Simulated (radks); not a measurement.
Results of a calculation; reference values are marked as such.
Task: All-electron atom: V2+ in [Ar] 3d2 4s1 (not the ground configuration). Level of theory: Dirac Kohn-Sham, PBE, spin-unpolarised, spherical densities, finite nucleus; open shells fill j = l - 1/2 first; Fermi nuclear charge, rms radius 3.6002 fm (a radial shooting solver on a logarithmic mesh with Libxc functionals). Some entries of the table are withheld. Estimate them.

orbital  occ.  eigenvalue (hartree)  <r^2> (bohr^2)
1s1/2       2             -197.9764        0.005937
2s1/2       2             -23.02809          0.1122
2p1/2       2                   (1)             (2)
2p3/2       4                   (3)             (4)
3s1/2       2              -3.42411           1.015
3p1/2       2              -2.47332             (5)
3p3/2       4              -2.44169             (6)
3d3/2       2                   (7)             (8)
3d5/2       0                   (9)            (10)
4s1/2       1              -0.73055           8.157

Result: 
(1) 2p1/2 eigenvalue (hartree): -19.54464
(2) 2p1/2 <r^2> (bohr^2): 0.09141
(3) 2p3/2 eigenvalue (hartree): -19.28387
(4) 2p3/2 <r^2> (bohr^2): 0.09314
(5) 3p1/2 <r^2> (bohr^2): 1.156
(6) 3p3/2 <r^2> (bohr^2): 1.174
(7) 3d3/2 eigenvalue (hartree): -0.98200
(8) 3d3/2 <r^2> (bohr^2): 1.861
(9) 3d5/2 eigenvalue (hartree): -0.97902
(10) 3d5/2 <r^2> (bohr^2): 1.870
